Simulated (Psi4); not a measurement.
N2O (SMILES N#[N+][O-]), singlet, at a GFN2-xTB geometry; PBE/def2-SVP (Psi4).

Input for Psi4:
```
memory 2 GB

molecule mol {
0 1
N    -0.000000   -0.000000   -1.172245
N    -0.000000   -0.000000   -0.066547
O     0.000000    0.000000    1.083943
}

set {
  basis def2-svp
  reference rks
}

energy('pbe')
print_variables()
```

Task: Predict the main parts of the log of this Psi4 run.

Result: 
```
   => Loading Basis Set <=

    Name: DEF2-SVP
    Role: ORBITAL
    Keyword: BASIS

         ---------------------------------------------------------
                                   SCF
               by Justin Turney, Rob Parrish, Andy Simmonett
                          and Daniel G. A. Smith
                              RKS Reference
         ---------------------------------------------------------

  ==> Geometry <==

    Molecular point group: c2v
    Full point group: C_inf_v

    Geometry (in Angstrom), charge = 0, multiplicity = 1:

       Center              X                  Y                   Z               Mass
    ------------   -----------------  -----------------  -----------------  -----------------
         N            0.000000000000     0.000000000000    -1.172033179783    14.003074004430
         N            0.000000000000     0.000000000000    -0.066335179783    14.003074004430
         O            0.000000000000     0.000000000000     1.084154820217    15.994914619570

  Running in c2v symmetry.

  Rotational constants: A = ************  B =      0.44249  C =      0.44249 [cm^-1]
  Rotational constants: A = ************  B =  13265.44775  C =  13265.44775 [MHz]
  Nuclear repulsion =   62.343127760271358

  Charge       = 0
  Multiplicity = 1
  Electrons    = 22
  Nalpha       = 11
  Nbeta        = 11

  ==> Algorithm <==

  SCF Algorithm Type is DF.
  DIIS enabled.
  MOM disabled.
  Fractional occupation disabled.
  Guess Type is SAD.
  Energy threshold   = 1.00e-06
  Density threshold  = 1.00e-06
  Integral threshold = 1.00e-12

  ==> Primary Basis <==

  Basis Set: DEF2-SVP
    Blend: DEF2-SVP
    Number of shells: 18
    Number of basis functions: 42
    Number of Cartesian functions: 45
    Spherical Harmonics?: true
    Max angular momentum: 2

  ==> DFT Potential <==

   => LibXC <=

    Version 7.1.2
    S. Lehtola, C. Steigemann, M. J. T. Oliveira, and M. A. L. Marques,  SoftwareX 7, 1–5 (2018) (10.1016/j.softx.2017.11.002)

   => Composite Functional: PBE <=

    PBE GGA Exchange-Correlation Functional

    J.P. Perdew et. al., Phys. Rev. Lett., 77(18), 3865-3868, 1996

    Deriv               =              1
    GGA                 =           TRUE
    Meta                =          FALSE

    Exchange Hybrid     =          FALSE
    MP2 Hybrid          =          FALSE

   => Exchange Functionals <=

    1.0000     XC_GGA_X_PBE

   => Correlation Functionals <=

    1.0000     XC_GGA_C_PBE

[...]
   @DF-RKS iter   5:  -184.34530535657154   -1.52999e-02   1.57258e-03 ADIIS/DIIS
   @DF-RKS iter   6:  -184.34592518448369   -6.19828e-04   7.83866e-05 DIIS
   @DF-RKS iter   7:  -184.34592641549563   -1.23101e-06   2.82675e-05 DIIS
   @DF-RKS iter   8:  -184.34592662864154   -2.13146e-07   4.21376e-06 DIIS
   @DF-RKS iter   9:  -184.34592663316047   -4.51894e-09   5.97503e-07 DIIS
  Energy and wave function converged.

  ==> Post-Iterations <==

   Electrons on quadrature grid:
      Ntotal   =   22.0000004508 ; deviation = 4.508e-07

    Orbital Energies [Eh]
    ---------------------

    Doubly Occupied:

[...]
    Virtual:

[...]
      21A1     3.898670

    Final Occupation by Irrep:
             A1    A2    B1    B2
    DOCC [     7,    0,    2,    2 ]
    NA   [     7,    0,    2,    2 ]
    NB   [     7,    0,    2,    2 ]

  @DF-RKS Final Energy:  -184.34592663316047

   => Energetics <=

    Nuclear Repulsion Energy =             62.3431277602713578
    One-Electron Energy =                -373.8270773539596803
    Two-Electron Energy =                 149.2933151511859933
    DFT Exchange-Correlation Energy =     -22.1552921906581801
    Empirical Dispersion Energy =           0.0000000000000000
    VV10 Nonlocal Energy =                  0.0000000000000000
    Total Energy =                       -184.3459266331604738

Computation Completed

Properties will be evaluated at   0.000000,   0.000000,   0.000000 [a0]

Properties computed using the SCF density matrix

 Multipole Moments:

 ------------------------------------------------------------------------------------
     Multipole            Electronic (a.u.)      Nuclear  (a.u.)        Total (a.u.)
 ------------------------------------------------------------------------------------

 L = 1.  Multiply by 2.5417464519 to convert [e a0] to [Debye]
 Dipole X            :          0.0000000            0.0000000            0.0000000
 Dipole Y            :          0.0000000            0.0000000            0.0000000
 Dipole Z            :          0.1082573            0.0088062            0.1170635
 Magnitude           :                                                    0.1170635

 ------------------------------------------------------------------------------------

  Variable Map:
  ----------------------------------------------------------------------------
[...]
  Array Variable Map:
  ----------------------------------------------------------------------------
[...]
[...]
```
